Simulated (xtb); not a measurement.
xtb input:

```bash
xtb mol.xyz --gfn 1 --opt tight --chrg 0 --uhf 0
```
mol.xyz:
```
14

C      0.52341134     1.59622007     1.50921582
Si     0.30668679    -0.10274432     0.76678084
C     -0.93038876    -1.11887018     1.72688060
C      1.93972300    -0.99084088     0.59608673
Br    -0.52806734     0.17690987    -1.32027832
H     -0.42952180     2.12478231     1.56197120
H      0.92624939     1.51647992     2.52264644
H      1.21258984     2.19803326     0.91499647
H     -1.89498475    -0.61208926     1.78138216
H     -1.08465329    -2.09225563     1.25894260
H     -0.57286265    -1.28323407     2.74709538
H      2.38670454    -1.15121436     1.58105701
H      1.80848342    -1.96319924     0.11907714
H      2.64026360    -0.40978191    -0.00545803
```

Problem. Predict the final energy.

Solution. -16.99130 Eh (GFN1-xTB).
